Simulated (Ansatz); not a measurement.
Reaction (ligand exchange at the Al–C bond): `[AlH2]/[CH]=C1/C[SiH2]1` + `N[Si]1(Cl)CO1` → `[AlH2][NH][Si]1(Cl)CO1` + `C=C1C[SiH2]1`

Program: Ansatz. Geometries: PBE0-D4/def2-TZVP. ΔE: electronic, gas phase. CBS: MP2 limit from def2 TZ/QZ plus the TZ coupled-cluster correction, frozen cores. Functionals use def2-TZVPP. B3LYP here is the variant with VWN-RPA as its local correlation; programs differ in this. Each species was taken in one conformer, which may not be the lowest.

(1) Is it downhill or uphill in electronic energy at CCSD(T)/CBS, and by how much? (An estimate is asked.)

(2) What do these levels give: PBE-D4, r2SCAN-D4, PBE0-D4, B3LYP-D4, ωB97M-V, B2PLYP, B3LYP, HF/def2-TZVPP, SCS-MP2/def2-TZVPP, CCSD/def2-TZVPP, CCSD(T)/def2-TZVPP, HF/CBS(def2)? (Best estimate.)

Largest T1 diagnostic among the species: 0.013.

Results:

(1) Ansatz gave: Downhill: ΔE = -93.7 kJ/mol.

(2) The calculation gave: PBE-D4 -86.7, r2SCAN-D4 -91.8, PBE0-D4 -87.7, B3LYP-D4 -92.4, ωB97M-V -92.4, B2PLYP -93.8, B3LYP -92.0, HF/def2-TZVPP -95.5, SCS-MP2/def2-TZVPP -96.2, CCSD/def2-TZVPP -95.9, CCSD(T)/def2-TZVPP -95.3, HF/CBS(def2) -96.0 kJ/mol.
